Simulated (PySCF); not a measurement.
**Spinor energies of Br(3+) (bromine, charge +3)**

Start: [Ar] 3d10 4s2 4p2; 4p3/2 filled at m_j = +1/2, +3/2. Calculated with PySCF 2.14 in x2c-SVPall-2c with one added diffuse shell each of s, p, d type (6s7p4d, 47 functions): generalised Hartree-Fock with the X2C-1e Hamiltonian and a Gaussian nucleus; one run each with spin-orbit coupling (SO) switched off, then screened by Boettger's factors. This is a chosen level, not necessarily the ground level.

```csv
spinor shell,electrons,"ε, spin-free (eV)","ε, screened SO (eV)",weight of nominal j (screened SO),"rms radius, screened SO (bohr)"
1s1/2,2,-13591.8,-13591.6,1.000,0.0493
2s1/2,2,-1863.6,-1863.5,1.000,0.205
2p1/2,2,-1643.5,-1676.2,1.000,0.180
2p3/2,4,-1643.5,-1627.8,1.000,0.184
3s1/2,2,-315.65,-315.67,1.000,0.588
3p1/2,2,-243.50,-248.51,0.998,0.601
3p3/2,4,-243.50,-241.12,0.999,0.610
3d3/2,4,-124.11,-124.83,0.977,0.646
4s1/2,2,-59.906,-59.927,0.999,1.67
4p3/2,2,-46.510,-46.399,0.716,1.91
```

Problem. Where does 3d5/2 lie, and what is the 3d spin-orbit splitting (screened SO)?

Solution. At -123.66 eV, 1.177 eV above 3d3/2.

```csv
quantity,spin-free,screened SO
E (hartree),-2601.51559,-2601.62640
M_J,2,2
⟨J²⟩,6.007,6.003
⟨L²⟩,2.005,2.233
⟨S²⟩,2.002,1.894
```

Each row is a mean over spinors that exchange with the open shell spreads, by up to 6.295 eV (4s1/2).

Rows whose weight is well below 1 are mixtures of j = l ± 1/2: exchange outweighs spin-orbit coupling there, and the label is only the starting occupation.

Without spin-orbit coupling the j labels of p, d and f shells carry no meaning; the spin-free column gives the mean over the occupied spinors of each nl shell.
